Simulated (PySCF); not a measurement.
C₂H₆In (SMILES [CH3][In+][CH3]), charge +1, singlet, at a GFN2-xTB geometry (such geometries of metal compounds can be far from the true shape) (all electrons, no relativity); PySCF with HF/STO-3G.

PySCF was given this input:
```python
from pyscf import gto, scf

mol = gto.Mole()
mol.atom = '''
    In    0.00000000    0.00000000    0.00000000
    C     1.76799887    0.26458391   -1.43355759
    H     2.41242023   -0.60590237   -1.30508096
    H     2.27064356    1.18959701   -1.14854782
    H     1.35310159    0.31962734   -2.44071297
    C    -1.76799887   -0.26458391    1.43355759
    H    -2.25762428   -1.20072172    1.16255120
    H    -2.42355682    0.59505423    1.28934408
    H    -1.35498428   -0.29765450    2.44244647
'''
mol.basis = 'sto-3g'
mol.charge = 1
mol.verbose = 4
mol.build()

mf = scf.RHF(mol)
mf.kernel()
```

### Question
What does PySCF print? Leave out banner, timings and long lists.

### Answer

```
PySCF version 2.14.0

[INPUT] verbose = 4
[INPUT] num. atoms = 9
[INPUT] num. electrons = 66
[INPUT] charge = 1
[INPUT] spin (= nelec alpha-beta = 2S) = 0
[INPUT] symmetry False subgroup None
[INPUT] Mole.unit = angstrom
[INPUT] Symbol           X                Y                Z      unit          X                Y                Z       unit  Magmom
[INPUT]  1 In     0.000000000000   0.000000000000   0.000000000000 AA    0.000000000000   0.000000000000   0.000000000000 Bohr   0.0
[INPUT]  2 C      1.767998870000   0.264583910000  -1.433557590000 AA    3.341033652841   0.499991126867  -2.709031228892 Bohr   0.0
[INPUT]  3 H      2.412420230000  -0.605902370000  -1.305080960000 AA    4.558813532060  -1.144989537525  -2.466245584784 Bohr   0.0
[INPUT]  4 H      2.270643560000   1.189597010000  -1.148547820000 AA    4.290894454907   2.248012547501  -2.170440820766 Bohr   0.0
[INPUT]  5 H      1.353101590000   0.319627340000  -2.440712970000 AA    2.556991423814   0.604008134523  -4.612279061974 Bohr   0.0
[INPUT]  6 C     -1.767998870000  -0.264583910000   1.433557590000 AA   -3.341033652841  -0.499991126867   2.709031228892 Bohr   0.0
[INPUT]  7 H     -2.257624280000  -1.200721720000   1.162551200000 AA   -4.266291581368  -2.269035202617   2.196903373784 Bohr   0.0
[INPUT]  8 H     -2.423556820000   0.595054230000   1.289344080000 AA   -4.579858637122   1.124489523964   2.436507191529 Bohr   0.0
[INPUT]  9 H     -1.354984280000  -0.297654500000   2.442446470000 AA   -2.560549192291  -0.562485484744   4.615554902211 Bohr   0.0

nuclear repulsion = 219.237193849098
number of shells = 23
number of NR pGTOs = 129
number of NR cGTOs = 43
basis = sto-3g
ecp = {}

******** <class 'pyscf.scf.hf.RHF'> ********
method = RHF
initial guess = minao
damping factor = 0
level_shift factor = 0
DIIS = <class 'pyscf.scf.diis.CDIIS'>
diis_start_cycle = 1
diis_space = 8
diis_damp = 0
SCF conv_tol = 1e-09
SCF conv_tol_grad = None
SCF max_cycles = 50
direct_scf = True
direct_scf_tol = 1e-13
Set gradient conv threshold to 3.16228e-05
Initial guess from minao.
init E= -5745.46223828628
  HOMO = -0.491931558154018  LUMO = -0.225546413918213  gap/eV = 7.24871
cycle= 1 E= -5760.96018257653  delta_E= -15.5  |g|= 0.341  |ddm|=  3.2
  HOMO = -0.484044961029542  LUMO = 0.019275818575665  gap/eV = 13.69606
cycle= 2 E= -5761.02375819366  delta_E= -0.0636  |g|= 0.0903  |ddm|= 0.739
  HOMO = -0.493064003273888  LUMO = -0.0174135300515321  gap/eV = 12.94311
cycle= 3 E= -5761.02735853946  delta_E= -0.0036  |g|= 0.0206  |ddm|= 0.169
  HOMO = -0.506328550184177  LUMO = -0.0221820335542709  gap/eV = 13.17430
cycle= 4 E= -5761.02767445159  delta_E= -0.000316  |g|= 0.0051  |ddm|= 0.055
  HOMO = -0.506430426638497  LUMO = -0.023015009664364  gap/eV = 13.15440
cycle= 5 E= -5761.02769012005  delta_E= -1.57e-05  |g|= 0.00051  |ddm|= 0.013
  HOMO = -0.506498272855889  LUMO = -0.0230548046743157  gap/eV = 13.15517
cycle= 6 E= -5761.0276903966  delta_E= -2.77e-07  |g|= 7.73e-05  |ddm|= 0.0016
  HOMO = -0.506510616032476  LUMO = -0.0230705561972828  gap/eV = 13.15507
cycle= 7 E= -5761.02769040221  delta_E= -5.62e-09  |g|= 1.12e-05  |ddm|= 0.000256
  HOMO = -0.506511953959659  LUMO = -0.0230743980821412  gap/eV = 13.15501
cycle= 8 E= -5761.02769040233  delta_E= -1.16e-10  |g|= 1.34e-06  |ddm|= 3.45e-05
  HOMO = -0.506511734767825  LUMO = -0.0230741754234782  gap/eV = 13.15501
Extra cycle  E= -5761.02769040236  delta_E= -3.09e-11  |g|= 4.62e-07  |ddm|= 3.14e-06
converged SCF energy = -5761.02769040236
```
